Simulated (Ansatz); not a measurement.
A single point on Cl6W (`[Cl][W]([Cl])([Cl])([Cl])([Cl])[Cl]`).

```yaml
crystal:
  periodic: [false, false, false]
  atoms:
    - {symbol: Cl, position_ang: [-1.314492, -1.469937, 1.158998]}
    - {symbol: W, position_ang: [0.000002, 0.000000, 0.000001]}
    - {symbol: Cl, position_ang: [1.112910, 0.525001, 1.928126]}
    - {symbol: Cl, position_ang: [-1.112941, -0.525000, -1.928104]}
    - {symbol: Cl, position_ang: [1.314506, 1.469914, -1.159014]}
    - {symbol: Cl, position_ang: [-1.505065, 1.672019, 0.413514]}
    - {symbol: Cl, position_ang: [1.505090, -1.671997, -0.413519]}
basis:
  gaussian: {orbitals: def2-TZVPP}
hamiltonian: {xc: pbe}
correlation: {method: rpa}
```

```sh
$ ansatz run in.yaml --threads 2 --pin off --events-out ev --progress --plain --max-ram 32768MiB --backend cuda --devices 0, --max-vram 18GiB
```

Shortened log:

```
Functional definition: PBE
1885 factors; integrals over basis functions are off by at most 3.1e-4 eV
mean field evaluation 1: about -76938.9483 eV, gradient 3.8e1 eV
mean field evaluation 2: about -76938.9307 eV, gradient 3.8e1 eV
mean field evaluation 4: about -76941.4512 eV, gradient 2.0e1 eV
mean field evaluation 8: about -76942.1554 eV, gradient 3.6e-1 eV
mean field evaluation 16: about -76942.1556 eV, gradient 6.3e-5 eV
mean field -76942.15559063 eV, -2827.5720646895 hartree, gradient 1.6e-6 eV, S^2 0.000000; 0 other end points of the search recorded, 0 dependent functions left out
30 core orbitals not correlated: weight in the atoms' cores, before any rotation towards them, 1.000 or more for the frozen orbitals, at most 0.000 for the correlated occupied ones
reference -76831.39489141 eV, -2823.5016840695 hartree; 28, 28 occupied and 250, 250 virtual orbitals, 1885 factors
Total energy: -76901.71098666 eV, -2826.0857529079 hartree
```

Hardware: 2 threads of an AMD EPYC 7R13 on a shared host and a share of an NVIDIA H100 80 GB. Wall time 9 s, peak host memory 1.4 GiB.
